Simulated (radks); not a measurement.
Problem. The cerium ion Ce4+ is in [Xe]. Calculated with a radial shooting solver on a logarithmic mesh with Libxc functionals: scalar-relativistic Kohn-Sham, LDA (Slater exchange, Perdew-Wang correlation), spin-polarised, spherical densities, finite nucleus; Fermi nuclear charge, rms radius of each element as measured or else 0.836 A^(1/3) + 0.57 fm. Open shells are filled with parallel spins first. One electron is removed from 4d, 5p, 5s, 4p in turn, with full relaxation. Which removal costs least, and what does each cost?

Solution. 5p 66.613 eV; 5s 86.121 eV; 4d 166.11 eV; 4p 267.50 eV. The 5p electron leaves first.
